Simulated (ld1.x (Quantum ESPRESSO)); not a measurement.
## What one change does to a pseudopotential (Rb, TM)

- Element: rubidium
- Generator: ld1.x (Quantum ESPRESSO) 7.5
- Type: norm-conserving Troullier–Martins (Kleinman–Bylander form)
- Functional: PW91
- Relativity: scalar-relativistic
- Frozen core: [Ar] 3d10
- Valence charge: 9
- Reference configuration: 4s2 4p6 5s1 5p0
- Partial waves: 4s (bound): rc 1.65 bohr; 4p (bound): rc 1.45 bohr; 4d channel at 0.35 Ry: rc 1.60 bohr
- Local potential: the d channel
- Core correction: none

Occupied shells without a wave of their own: 5s. They enter only through the test configuration that unscreens the potential.

Change: wave 4d channel at 0.35 Ry: rc 1.60 bohr becomes 4d channel at 2.81 Ry: rc 1.60 bohr.

Cutoffs: the cutoffs (Ry, on a coarse ladder) from which the occupation-weighted sum of valence levels, in a spherical-Bessel basis at the reference potential, stays within 10 and 1 mRy of its value at 400 Ry; they do not see the model core or the augmentation charge, which bear on the density cutoff. Errors are all-electron minus pseudo energies relative to the spin-unpolarised reference configuration.

**Question.** How do hardness, ghosts and transferability respond?

**Answer.** The potential gets neither clearly harder nor softer (50 Ry and 90 Ry → 50 Ry and 90 Ry); of the 5 tests that both files solve, the error grows in 0 and shrinks in 5 by more than 15 % and 0.3 meV (median size 19.4 → 10.6 meV); neither file shows a bound ghost.

```tsv
quantity	base	changed
cutoff, loose	50 Ry	50 Ry
cutoff, tight	90 Ry	90 Ry
loose cutoff by channel (10 mRy a level)	s 30 Ry, p 30 Ry	s 35 Ry, p 30 Ry
bound ghosts	none	none
error for 4s2 4p6 5s0 5p0, meV [ΔE 4.18 eV]	+32	+17
error for 4s2 4p6 5s0.5 5p0, meV [ΔE 1.58 eV]	+12	+6.4
error for 4s2 4p6 5s0 5p1, meV [ΔE 1.51 eV]	+19	+11
error for 4s2 4p5 5s1 5p0, meV [ΔE 21.20 eV]	-17	-10
error for 4s1 4p6 5s1 5p0, meV [ΔE 37.81 eV]	-29	-19
s: phases at 1.79 bohr within 0.05 rad from the reference energy up to (Ry; the scan ends near 5)	4.4	to the end of the scan
p: phases at 1.79 bohr within 0.05 rad from the reference energy up to (Ry; the scan ends near 5)	to the end of the scan	to the end of the scan
d: phases at 1.79 bohr within 0.05 rad from the reference energy up to (Ry; the scan ends near 5)	to the end of the scan	to the end of the scan
```
